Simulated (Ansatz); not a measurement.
Gas-phase electronic energies from Ansatz, PBE0-D4/def2-TZVP geometries. CBS: MP2 limit from def2 TZ/QZ plus the TZ coupled-cluster correction, frozen cores. This one scheme is used for every species. Functionals use def2-TZVPP. B3LYP here is the variant with VWN-RPA as its local correlation; programs differ in this. Each species was taken in one conformer, which may not be the lowest.

Reaction (formal exchange of groups at the Si–H bond): `C[SiH2][SiH2]Cl` + `COC(C)(F)F` → `C[SiH2][SiH](C)Cl` + `COC(F)F`

| level | ΔE (kJ/mol) | difference from CCSD(T)/CBS |
| --- | --- | --- |
| PBE-D4 | -29.7 | -4.6 |
| r2SCAN-D4 | -25.6 | -0.5 |
| B3LYP-D4 | -28.0 | -2.9 |
| B2PLYP | -27.3 | -2.2 |
| PBE | -29.1 | -4.0 |
| PBE0 | -27.7 | -2.6 |
| MP2/def2-QZVPP | -29.4 | -4.3 |
| HF/CBS(def2) | -22.1 | 3.0 |
| MP2/CBS(def2) | -29.3 | -4.2 |
| CCSD/CBS(def2) | -24.7 | 0.4 |
| CCSD(T)/CBS | -25.1 | 0 |

Largest T1 diagnostic among the species: 0.011.

In def2-TZVPP, CCSD(T) changes the Hartree–Fock value by −3.3 kJ/mol (the triples alone add −0.4 kJ/mol) and MP2 by −7.6 kJ/mol.
